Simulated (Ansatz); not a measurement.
Diatomic CuH, closed-shell singlet (the spin of the measured ground state). No spin–orbit coupling. Cu is treated without relativity.

Constants: fifth-degree fit in 1/R to seven points, most abundant isotopes. In def2 and cc sets the state is the lowest found near the PBE0 minimum, followed along R. The singlet is held restricted.

Correlated levels freeze the inner cores; with def2 sets outer-core shells near the valence are correlated too. CBS(a, b) extrapolates the correlation energy as X⁻³ and adds the Hartree–Fock energy of set b.

Run with Ansatz (a first-principles code). Each number belongs to the level named beside it.

Quantity: r_e, from seven points a level.

Costs are ratios of core time to PBE/def2-TZVPP (roughly 6 s), for whole runs (searches for the state included, and forces where a run took them) on one shared machine, so rough; each error counts from the measured 1.4626 Å [Huber and Herzberg (1979), NIST Chemistry WebBook].

```csv
level,basis functions,cost
PBE/def2-TZVPP,78,×1
PBE0/def2-TZVPP,78,×1
B3LYP/def2-TZVPP,78,×1
CAM-B3LYP/def2-TZVPP,78,×1
r2SCAN/def2-TZVPP,78,×1
B2PLYP/def2-TZVPP,78,×2
BHLYP/def2-TZVPP,78,×2
B97M-V/def2-TZVPP,78,×2
wB97M-V/def2-TZVPP,78,×2
CCSD(T)/def2-TZVPP,78,×4
CCSD(T)/def2-QZVPP,130,×20
"CCSD(T)/CBS(def2-TZVPP, def2-QZVPP)",-,×20
```

Q: What does the step from CCSD(T)/def2-TZVPP to CCSD(T)/def2-QZVPP cost and buy?

A: 78 to 130 functions, cost ×5 (rough); the error goes from 0.004 to 0.003 Å.

Each error (Å): PBE/def2-TZVPP 0.008; PBE0/def2-TZVPP 0.018; B3LYP/def2-TZVPP 0.016; CAM-B3LYP/def2-TZVPP 0.012; r2SCAN/def2-TZVPP -0.005; B2PLYP/def2-TZVPP 0.003; BHLYP/def2-TZVPP 0.034; B97M-V/def2-TZVPP 0.019; wB97M-V/def2-TZVPP 0.018; CCSD(T)/def2-TZVPP 0.004; CCSD(T)/def2-QZVPP 0.003; CCSD(T)/CBS(def2-TZVPP, def2-QZVPP) 0.000.
